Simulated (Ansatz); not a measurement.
`F[CH2][GeH2][Br]` + `N[SiH3]` → `FCN[SiH3]` + `[GeH3][Br]` at 700 K and 1 bar (substitution at a C–Ge bond).

Program: Ansatz. Geometries: PBE0-D4/def2-TZVP. ΔE: electronic, gas phase. CBS: MP2 limit from def2 TZ/QZ plus the TZ coupled-cluster correction, frozen cores. This one scheme is used for every species. For Br, Ge outer-core shells are correlated without core-valence functions, which leaves a few kJ/mol of doubt a bond. Scalar relativity is left out up to krypton. One conformer a species, not always the lowest.

```tsv
species	CCSD(T)/CBS energy (Eh)	H − E (kJ/mol)	S (J/(mol·K))
`F[CH2][GeH2][Br]`	-4789.70402	186.8	443.1
`N[SiH3]`	-346.80422	180.7	336.3
`FCN[SiH3]`	-485.24366	258.6	418.6
`[GeH3][Br]`	-4651.26096	104.1	334.4
```

H − E and S are ideal-gas, rigid-rotor, harmonic terms from PBE0-D4/def2-TZVP, for one conformer and one mirror image of each species. 1 Eh = 2625.50 kJ/mol, R = 8.31446 J/(mol·K).

Q: By hand: ΔE, ΔH, ΔS and ΔG.

A: ΔE = (-485.24366) + (-4651.26096) − (-4789.70402) − (-346.80422) = 0.00362 Eh = 9.5 kJ/mol. Δ(H − E) = 258.6 + 104.1 − 186.8 − 180.7 = -4.8, so ΔH = 4.7 kJ/mol. ΔS = 418.6 + 334.4 − 443.1 − 336.3 = -26.4 J/(mol·K). ΔG = 4.7 − 700 × (-26.4)/1000 = 23.2 kJ/mol.

Q: By hand: the equilibrium constant, and the temperature at which ΔG would vanish if ΔH and ΔS stayed fixed.

A: log₁₀ K = −ΔG/(RT ln 10) = -1.7. ΔH and −TΔS have one sign here, so there is no such temperature.

TΔS isn't small against ΔH here. A doubt of 5 kJ/mol in ΔE shifts log₁₀ K by 0.4 here. Other conformers and mirror images would add mixing entropy, several J/(mol·K) or more a flexible species. These are equilibria of isolated gas molecules and say nothing of rates. Largest T1 diagnostic: 0.011 (customary marks: 0.02 for closed shells, 0.045 for open ones).
